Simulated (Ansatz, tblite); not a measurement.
Removing an electron: WSF4. Total charge 0; singlet. Geometry: r2SCAN-D4/def2-SVP. Ansatz, gas phase; energy differences of separate SCF runs; the oxidised species was run as a doublet alone.

```xyz
6

W     0.007   -0.006   -0.021
S    -0.675    0.585    1.885
F     0.519   -1.785    0.170
F     1.827    0.380   -0.034
F    -0.185    1.495   -1.102
F    -1.493   -0.669   -0.898
```

In the def2 sets W takes a core potential; there is no spin–orbit coupling. The xTB rows come from tblite.

| level | −HOMO (eV) | vertical IE (eV) | −LUMO (eV) | HOMO–LUMO gap (eV) |
| --- | --- | --- | --- | --- |
| GFN1-xTB | 12.27 | 15.70 | 8.43 | 3.85 |
| BLYP-D4/def2-TZVP | 7.97 | 11.22 | 4.50 | 3.47 |
| PBE0-D4/def2-TZVP | 9.49 | 11.62 | 3.87 | 5.62 |

Task: Estimate the rows for GFN2-xTB, PBE-D4/def2-TZVP.

Result: 
| level | −HOMO (eV) | vertical IE (eV) | −LUMO (eV) | HOMO–LUMO gap (eV) |
| --- | --- | --- | --- | --- |
| GFN2-xTB | 12.13 | 15.64 | 9.09 | 3.04 |
| PBE-D4/def2-TZVP | 8.12 | 11.32 | 4.60 | 3.52 |

  Raw xTB energy differences between charge states are shifted by several eV; the methods need an empirical correction for them.
